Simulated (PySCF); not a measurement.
**Mayer bond orders and bond lengths**

Species: C5H8O2.
SMILES with atom numbers: `[CH3:1][O:2]/[CH:3]=[CH:4]/[C:5]([CH3:6])=[O:7]` (hydrogens: H8, H9, H10 on C1; H11 on C3; H12 on C4; H13, H14, H15 on C6)

Structure used (GFN2-xTB), in Å, numbered top down from 1:
```
atom  x, y, z in Å
C1    -2.6989   -0.1014    0.2838
O2    -1.7985    0.8354   -0.2712
C3    -0.4875    0.5892   -0.1788
C4     0.1190   -0.4615    0.3874
C5     1.5654   -0.6671    0.4547
C6     2.4569    0.3884   -0.1611
O7     2.0270   -1.6543    0.9892
H8    -3.6954    0.2953    0.0999
H9    -2.5388   -0.2103    1.3600
H10   -2.5967   -1.0777   -0.1980
H11    0.0652    1.3933   -0.6470
H12   -0.4527   -1.2539    0.8485
H13    3.4955    0.0974   -0.0284
H14    2.2453    0.4860   -1.2230
H15    2.2897    1.3491    0.3196
```

Bond orders from the PBE0/pcSseg-1 density (PySCF). The structure is a single GFN2-xTB conformer in the gas phase; no vibrational or solvent corrections.

Where do the orders between heavy atoms depart from those drawn in the SMILES?

The largest departure is 0.331, at C3–C4 (drawn double, 1.669). Drawn double or triple, more than 0.30 short of the drawn order: C3–C4 (1.669).

Set the Mayer orders of the bonds between heavy atoms beside their lengths.

| bond | drawn as | length (Å) | Mayer order |
| --- | --- | --- | --- |
| C1–O2 | single | 1.413 | 0.885 |
| O2–C3 | single | 1.337 | 1.080 |
| C3–C4 | double | 1.339 | 1.669 |
| C4–C5 | single | 1.462 | 1.079 |
| C5–C6 | single | 1.513 | 1.022 |
| C5–O7 | double | 1.214 | 1.955 |

By pair of heavy elements: C–O: lowest C1–O2 (0.885, 1.413 Å), highest C5–O7 (1.955, 1.214 Å). C–C: lowest C5–C6 (1.022, 1.513 Å), highest C3–C4 (1.669, 1.339 Å).

And the bonds to hydrogen?

C–H: 0.94 to 0.97 (8 bonds).

Sum the orders of all bonds at each heavy atom with more than one neighbour and set the sums beside the valence in the SMILES.

C1 3.765 (drawn 4), O2 1.965 (drawn 2), C3 3.721 (drawn 4), C4 3.693 (drawn 4), C5 4.056 (drawn 4), C6 3.857 (drawn 4). Orders between atoms that aren't bonded are not in these sums.

Mayer orders depend on the basis set.

The run behind these numbers computed NMR shieldings as well. The run took 20 s on Intel Xeon Platinum 8488C, one thread, on a shared host, and the process peaked at 0.72 GiB of memory.
